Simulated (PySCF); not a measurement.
SMILES [se]1c2cccc(SC)c2nn1, C₇H₆N₂SSe

Geometry:
```json
{"atom": "C1", "x (Å)": "-3.276", "y (Å)": "-0.450", "z (Å)": "0.482"}
{"atom": "S2", "x (Å)": "-2.511", "y (Å)": "1.142", "z (Å)": "0.131"}
{"atom": "C3", "x (Å)": "-0.809", "y (Å)": "0.876", "z (Å)": "-0.182"}
{"atom": "C4", "x (Å)": "-0.081", "y (Å)": "2.033", "z (Å)": "-0.485"}
{"atom": "C5", "x (Å)": "1.287", "y (Å)": "1.986", "z (Å)": "-0.757"}
{"atom": "C6", "x (Å)": "1.999", "y (Å)": "0.792", "z (Å)": "-0.743"}
{"atom": "C7", "x (Å)": "1.299", "y (Å)": "-0.376", "z (Å)": "-0.443"}
{"atom": "Se8", "x (Å)": "1.897", "y (Å)": "-2.124", "z (Å)": "-0.331"}
{"atom": "N9", "x (Å)": "0.066", "y (Å)": "-2.582", "z (Å)": "0.104"}
{"atom": "N10", "x (Å)": "-0.650", "y (Å)": "-1.576", "z (Å)": "0.114"}
{"atom": "C11", "x (Å)": "-0.096", "y (Å)": "-0.346", "z (Å)": "-0.163"}
{"atom": "H12", "x (Å)": "-4.331", "y (Å)": "-0.198", "z (Å)": "0.660"}
{"atom": "H13", "x (Å)": "-3.197", "y (Å)": "-1.140", "z (Å)": "-0.367"}
{"atom": "H14", "x (Å)": "-2.851", "y (Å)": "-0.922", "z (Å)": "1.376"}
{"atom": "H15", "x (Å)": "-0.603", "y (Å)": "2.992", "z (Å)": "-0.508"}
{"atom": "H16", "x (Å)": "1.809", "y (Å)": "2.918", "z (Å)": "-0.989"}
{"atom": "H17", "x (Å)": "3.068", "y (Å)": "0.775", "z (Å)": "-0.958"}
```

Theory: quadratic response CAM-B3LYP/aug-cc-pVDZ first hyperpolarisability, Taylor convention, gas phase in PySCF. Geometry: PBE0-D3(BJ)/def2-SVP.

The calculation is non-relativistic, which matters for the atoms heavier than Zn.

Problem. Give β for the processes computed.

Solution. In 10⁻³⁰ esu, Taylor convention; the vector part is βᵢ = ⅓ Σⱼ (βᵢⱼⱼ + βⱼᵢⱼ + βⱼⱼᵢ); β∥ is 3/5 of the vector part along the dipole, the dipole points from − to +:
| process | λ (nm) | β vector norm | β∥ | β HRS | depolarisation ratio |
| --- | --- | --- | --- | --- | --- |
| static β(0;0,0) | ∞ | 7.99 | -0.81 | 3.13 | 6.18 |
| second harmonic β(−2ω;ω,ω) | 1907 | 9.03 | -0.82 | 3.53 | 6.24 |
| Pockels β(−ω;ω,0) | 1907 | 8.31 | -0.81 | – | – |
| second harmonic β(−2ω;ω,ω) | 1064 | 12.55 | -0.76 | 4.89 | 6.30 |
| Pockels β(−ω;ω,0) | 1064 | 9.11 | -0.82 | – | – |

Problem. Which lowest excitations, dipole and polarisabilities go with it?

Solution. S1 3.65 eV (f = 0.001); S2 3.78 eV (f = 0.119); S3 4.22 eV (f = 0.001); dipole 1.88 D; isotropic α 149.2 au static, 150.0 au at 1907 nm, 151.9 au at 1064 nm, 152.7 au at 953.5 nm, 162.5 au at 532 nm.
